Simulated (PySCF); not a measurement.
C4H9O, SMILES C1CC[OH+]C1, charge +1.

The structure is a stationary point at B3LYP-D3(BJ)/def2-SVP. The isomer is the one that the SMILES or the coordinates give; other isomers of the formula were not compared. One conformer was computed; it need not be the lowest.

These are M06-2X/def2-TZVP run with PySCF values and carry that method's errors.

Gas-phase values at a fixed geometry.

The total energy comes out as -232.75372 hartree and the highest occupied level comes out as -16.00 eV. The lowest empty level comes out as -4.25 eV and the orbital gap comes out as 11.75 eV. The dipole moment about the centre of nuclear charge is 2.31 D, the mean static polarisability comes out as 45.9 bohr³ (6.79 Å³) and the polarisability, principal values is 40.8, 47.2, 49.6 bohr³.
